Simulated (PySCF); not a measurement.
Be(OH)(NMe2) (C2H7BeNO), SMILES [OH][Be][N](C)C.

Geometry: PBE0-D3(BJ)/def2-SVP. The structure was generated by enumeration; whether it is a known compound was not checked. The values are those of a single conformer.

All values below come from PySCF with TDA-PBE/def2-SVPD.

Vertical excitations. The molecule is in vacuum. State labels are in the subgroup Cs.

| state | symmetry | energy (eV) | λ (nm) | f | main pairs |
|---|---|---|---|---|---|
| S1 | A' | 4.12 | 301 | 0.004 | HOMO→LUMO 100 % |
| S2 | A" | 4.89 | 254 | 0.000 | HOMO→LUMO+1 100 % |
| S3 | A' | 5.00 | 248 | 0.008 | HOMO→LUMO+2 100 % |
| S4 | A' | 5.36 | 231 | 0.067 | HOMO→LUMO+3 95 % |
| S5 | A' | 6.24 | 199 | 0.068 | HOMO→LUMO+4 98 % |
| S6 | A" | 6.51 | 191 | 0.000 | HOMO→LUMO+5 94 % |
| S7 | A" | 6.60 | 188 | 0.000 | HOMO→LUMO+6 93 % |
| S8 | A' | 6.73 | 184 | 0.014 | HOMO→LUMO+7 94 % |
| S9 | A" | 6.78 | 183 | 0.052 | HOMO−1→LUMO 99 % |
| S10 | A' | 7.14 | 174 | 0.127 | HOMO→LUMO+8 69 %, HOMO→LUMO+9 17 % |
| T1 | A' | 3.99 | 311 | 0 | HOMO→LUMO 100 % |
| T2 | A" | 4.81 | 258 | 0 | HOMO→LUMO+1 100 % |
| T3 | A' | 4.90 | 253 | 0 | HOMO→LUMO+2 67 %, HOMO→LUMO+3 32 % |
| T4 | A' | 4.95 | 251 | 0 | HOMO→LUMO+3 66 %, HOMO→LUMO+2 33 % |
Triplets are in the Tamm–Dancoff approximation.
